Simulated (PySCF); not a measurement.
Isomers of C9H8O2, mass 148.052 u with the commonest isotopes. Level of theory: PBE0/pcSseg-1 in PySCF (dipole) on a GFN2-xTB geometry, gas phase. One conformer each, none proved a minimum here; rigid rotors.

Question: Order these by rotational constant B, largest first.
A. `[CH2:1]=[C:2]([CH3:3])[C:4]1=[CH:5][CH:6]=[CH:7][C:8](=[O:9])[C:10]1=[O:11]` with C1–C2–C4–C5 156°, C4–C5–C6–C7 2°, C6–C7–C8–O9 169°, C7–C8–C10–O11 -158°, C2–C4–C10–C8 169°
B. `[CH:1]#[C:2][C@@:3]12[CH2:4][CH:5]=[CH:6][C@@H:7]1[C@H:8]2[O:9][CH:10]=[O:11]` with C7–C8–O9–C10 -168°, C8–O9–C10–O11 0°
C. `[CH:1]1=[CH:2][CH:3]([c:4]2[cH:5][cH:6][cH:7][o:8]2)[CH:9]=[CH:10][O:11]1` with C2–C3–C4–C5 -60°
D. `[CH2:1]=[CH:2][O:3][C:4](=[O:5])[c:6]1[cH:7][cH:8][cH:9][cH:10][cH:11]1` with C1–C2–O3–C4 180°, C2–O3–C4–O5 0°, O3–C4–C6–C7 0°

Answer: B (947.3 MHz), A (923.9 MHz), C (697.5 MHz), D (634.2 MHz).

Question: Order these by out-of-plane moment Σ m c² = (Ia + Ib − Ic)/2, largest first.
A. `[CH:1]1=[CH:2][CH:3]([c:4]2[cH:5][cH:6][cH:7][o:8]2)[CH:9]=[CH:10][O:11]1` with C2–C3–C4–C5 -60°
B. `[CH2:1]=[CH:2][O:3][C:4](=[O:5])[c:6]1[cH:7][cH:8][cH:9][cH:10][cH:11]1` with C1–C2–O3–C4 180°, C2–O3–C4–O5 0°, O3–C4–C6–C7 0°
C. `[CH2:1]=[C:2]([CH3:3])[C:4]1=[CH:5][CH:6]=[CH:7][C:8](=[O:9])[C:10]1=[O:11]` with C1–C2–C4–C5 156°, C4–C5–C6–C7 2°, C6–C7–C8–O9 169°, C7–C8–C10–O11 -158°, C2–C4–C10–C8 169°
D. `[CH:1]1=[CH:2][O:3][C:4]([c:5]2[cH:6][cH:7][cH:8][o:9]2)=[CH:10][CH2:11]1` with O3–C4–C5–C6 0°
E. `[CH:1]#[C:2][C@@:3]12[CH2:4][CH:5]=[CH:6][C@@H:7]1[C@H:8]2[O:9][CH:10]=[O:11]` with C7–C8–O9–C10 -168°, C8–O9–C10–O11 0°
F. `[CH3:1][C:2](=[O:3])[c:4]1[cH:5][cH:6][cH:7][cH:8][cH:9][c:10]1=[O:11]` with C1–C2–C4–C5 151°

Answer: A (84.37 u·Å²), E (76.91 u·Å²), F (23.46 u·Å²), C (13.46 u·Å²), D (1.56 u·Å²), B (0.00 u·Å²).

Question: Order these by radius of gyration √(Σ m r²/M), smallest first.
A. `[CH2:1]=[CH:2][O:3][C:4](=[O:5])[c:6]1[cH:7][cH:8][cH:9][cH:10][cH:11]1` with C1–C2–O3–C4 180°, C2–O3–C4–O5 0°, O3–C4–C6–C7 0°
B. `[CH:1]#[C:2][C@@:3]12[CH2:4][CH:5]=[CH:6][C@@H:7]1[C@H:8]2[O:9][CH:10]=[O:11]` with C7–C8–O9–C10 -168°, C8–O9–C10–O11 0°
C. `[CH:1]1=[CH:2][O:3][C:4]([c:5]2[cH:6][cH:7][cH:8][o:9]2)=[CH:10][CH2:11]1` with O3–C4–C5–C6 0°
D. `[CH:1]1=[CH:2][CH:3]([c:4]2[cH:5][cH:6][cH:7][o:8]2)[CH:9]=[CH:10][O:11]1` with C2–C3–C4–C5 -60°

Answer: B (2.293 Å), D (2.339 Å), C (2.415 Å), A (2.555 Å).

| SMILES | point group | Ia (u·Å²) | Ib (u·Å²) | Ic (u·Å²) | κ | μa (D) | μb (D) | μc (D) |
| --- | --- | --- | --- | --- | --- | --- | --- | --- |
| C#C[C@@]12CC=C[C@@H]1[C@H]2OC=O | C1 | 321.82 | 533.47 | 701.47 | -0.47 | 1.62 | 0.22 | 1.21 |
| C=COC(=O)c1ccccc1 | Cs | 169.61 | 796.91 | 966.53 | -0.91 | 1.18 | 1.79 | 0.00 |
| C=C(C)C1=CC=CC(=O)C1=O | C1 | 252.67 | 547.04 | 772.79 | -0.60 | 2.74 | 4.58 | 0.48 |
| C1=CC(c2ccco2)C=CO1 | Cs | 170.11 | 724.55 | 725.93 | -1.00 | 0.43 | 0.01 | 0.18 |
| C1=COC(c2ccco2)=CC1 | Cs | 148.65 | 716.43 | 861.97 | -0.92 | 0.13 | 0.23 | 0.00 |
| CC(=O)c1cccccc1=O | C1 | 261.71 | 538.47 | 753.26 | -0.58 | 4.22 | 0.72 | 2.13 |
